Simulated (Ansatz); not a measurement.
Calculated with Ansatz (gas phase, PBE0-D4/def2-TZVP geometries, no zero-point term in ΔE). CBS: MP2 limit from def2 TZ/QZ plus the TZ coupled-cluster correction, frozen cores. This one scheme is used for every species. Functionals use def2-TZVPP. B3LYP here is the variant with VWN-RPA as its local correlation; programs differ in this. Each species was taken in one conformer, which may not be the lowest.

Consider the cleavage of the B–Si bond: `NB[SiH2]O` + `PS` → `NBPS` + `O[SiH3]`.

(1) Is it downhill or uphill in electronic energy at CCSD(T)/CBS, and by how much? (Best estimate.)

(2) What do these levels give: r2SCANh-D4, B3LYP, CAM-B3LYP, CCSD/def2-TZVPP, HF/CBS(def2), CCSD/CBS(def2)? (Best estimate.)

Largest T1 diagnostic among the species: 0.014.

Answers

(1) Computed: Downhill: ΔE = -29.2 kJ/mol.

(2) The calculation gave: r2SCANh-D4 -28.1, B3LYP -23.5, CAM-B3LYP -24.3, CCSD/def2-TZVPP -27.1, HF/CBS(def2) -27.9, CCSD/CBS(def2) -27.8 kJ/mol.

The D4 term adds −3.3 kJ/mol with B3LYP and −1.7 kJ/mol with PBE0; it sums over pairs of atoms, weighted by their polarisabilities, and B3LYP, whose exchange is more repulsive, gets the larger term. From BLYP to BHLYP (50 % exact exchange), in def2-TZVPP and without D4, ΔE moves by −4.5 kJ/mol. Leaving LDA and LC-ωPBE aside and taking each functional with its dispersion term where it has one, the values, not all of them listed here, spread over 5.6 kJ/mol, from PBE-QIDH to PBE-D4.
